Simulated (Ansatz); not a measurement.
Reaction (cleavage of the Si–Ge bond): `Cl[SiH2][GeH3]` + `N[SiH](O)O` → `O[SiH](O)N[SiH2]Cl` + GeH₄

Computed with Ansatz on PBE0-D4/def2-TZVP structures; ΔE is electronic, products minus reactants. CCSD(T)/CBS adds triple-zeta CCSD(T) − MP2 to the extrapolated MP2 energy (def2 sets, frozen cores). This one scheme is used for every species. Functionals use def2-TZVPP. B3LYP here is the variant with VWN-RPA as its local correlation; programs differ in this. For Ge outer-core shells are correlated without core-valence functions, which leaves a few kJ/mol of doubt a bond. Scalar relativity is left out up to krypton. Each species was taken in one conformer, which may not be the lowest.

| level | ΔE (kcal/mol) |
| --- | --- |
| B3LYP-D4 | -14.7 |
| ωB97X-V | -14.6 |
| ωB97M-V | -15.3 |
| PBE0 | -11.3 |
| B3LYP | -12.6 |
| SCS-MP2/def2-TZVPP | -15.9 |
| CCSD/def2-TZVPP | -14.7 |
| HF/def2-QZVPP | -16.6 |

What does CCSD(T)/CBS give? (An estimate is asked.)

Ansatz gave: -14.2 kcal/mol. The listed levels differ from it by -0.5, -0.4, -1.1, 2.9, 1.6, -1.7, -0.5, -2.4 kcal/mol.

Largest T1 diagnostic among the species: 0.012.

The D4 term adds −2.0 kcal/mol with B3LYP and −1.2 kcal/mol with PBE0; it sums over pairs of atoms, weighted by their polarisabilities, and B3LYP, whose exchange is more repulsive, gets the larger term. From PBE to PBE0 (25 % exact exchange), in def2-TZVPP and without D4, ΔE moves by −1.3 kcal/mol.
